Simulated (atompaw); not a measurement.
# Building the PAW (atompaw) potential for Pb (Z = 82) (PBEsol, scalar-relativistic).

```json
{"Element": "Pb (Z = 82)", "Generator": "atompaw 4.2.0.5", "Type": "PAW", "Functional": "PBEsol", "Relativity": "scalar-relativistic", "Frozen core": "[Xe] 4f14", "Valence charge": "14", "Reference configuration": "5d10 6s2 6p0 (charge +2)", "Partial waves": "6s (bound): rc 2.35 bohr; 6s channel at -1.3 Ry: rc 2.35 bohr; 6p (bound, empty): rc 2.25 bohr; 6p channel at -0.45 Ry: rc 2.25 bohr; 5d (bound): rc 2.00 bohr; 5d channel at -2.05 Ry: rc 2.00 bohr", "Local potential": "troulliermartins scheme with l = 3 at -0.5 Ry, radius 1.95 bohr", "Core correction": "smooth core density matched at 1.60 bohr", "Augmentation charge": "sinc compensation charge, radius 1.75 bohr; PAW radius 2.35 bohr; waves and projectors: custom polynom2 7 10 vanderbiltortho"}
```

What the tests gave:

| Quantity | Value |
| --- | --- |
| Cutoffs needed | 25 Ry and 70 Ry (the cutoffs (Ry, on a coarse ladder) from which the occupation-weighted sum of valence levels, in a spherical-Bessel basis at the reference potential, stays within 10 and 1 mRy of its value at 400 Ry) |
| Ghost test | ghost states, extra bound levels that the all-electron valence spectrum of the same l lacks: s at -143.1 eV, p at -103.1 eV; a true bound ghost makes a file unfit for plane-wave use (spherical-Bessel basis up to 400 Ry, 20 bohr box) |
| Lowest eigenvalue of the overlap operator | 0.09 (s channel) |
| Overlap eigenvalues printed by atompaw (projector basis) | 0.0452, 0.462, 0.882, 311, 538, 2.59e+03 |
| Share of each valence orbital outside the PAW sphere | 6s 36 %, 6p 64 %, 5d 4 % |

Generation and tests took about 22 s on one core of a shared server CPU.
